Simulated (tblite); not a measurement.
Computed values, GFN2-xTB/tblite, gas phase, harmonic and unscaled. Against measured fundamentals such values can be off by several per cent, at times by over 20. Modes of hydrogen on silicon can be 10 to 20 % off. One conformer each. Open shells enter through the occupations alone, without spin polarisation, and single modes of such species can be off by tens of per cent. Thermal functions are those of the rigid rotor and harmonic oscillator, without mixing of conformers.

Question: Order these by their zero-point energy, highest first (kcal/mol).
A. `[SiH3]C[C@H]1[CH]N1` [radical]
B. `CCC1=CC=[C]CC1` [radical]
C. `C1CC1C12C[C](C1)C2` [radical]
D. `CC1=[C]C=CC1(C)C` [radical]
E. `[CH2]C1=COC(=S)[C@@H]1C#N` [radical]
F. `C#C[C@@H]1C[C@@H]1[CH]CC` [radical]

Answer: C (103.0), B (102.0), D (101.2), F (99.5), A (60.8), E (51.7).

| SMILES | atoms | mass (u) | symmetry number | modes under 300 cm⁻¹ | ZPE (kcal/mol) | S translation (cal/(mol K)) | S rotation | S vibration | S spin | S | Cp |
| --- | --- | --- | --- | --- | --- | --- | --- | --- | --- | --- | --- |
| C1CC1C12C[C](C1)C2 | 19 | 107.09 | 1 | 3 | 103.0 | 39.9 | 27.7 | 16.4 | 1.4 | 85.4 | 30.1 |
| CCC1=CC=[C]CC1 | 19 | 107.09 | 1 | 5 | 102.0 | 39.9 | 28.1 | 20.4 | 1.4 | 89.9 | 32.8 |
| CC1=[C]C=CC1(C)C | 19 | 107.09 | 1 | 7 | 101.2 | 39.9 | 27.8 | 21.6 | 1.4 | 90.8 | 35.0 |
| C#C[C@@H]1C[C@@H]1[CH]CC | 19 | 107.09 | 1 | 7 | 99.5 | 39.9 | 28.7 | 28.0 | 1.4 | 98.0 | 36.7 |
| [SiH3]C[C@H]1[CH]N1 | 13 | 86.04 | 1 | 3 | 60.8 | 39.3 | 26.4 | 15.6 | 1.4 | 82.7 | 26.9 |
| [CH2]C1=COC(=S)[C@@H]1C#N | 13 | 138.00 | 1 | 5 | 51.7 | 40.7 | 29.3 | 20.5 | 1.4 | 91.9 | 32.2 |

Entropies and Cp are for 298.15 K and 1 bar.
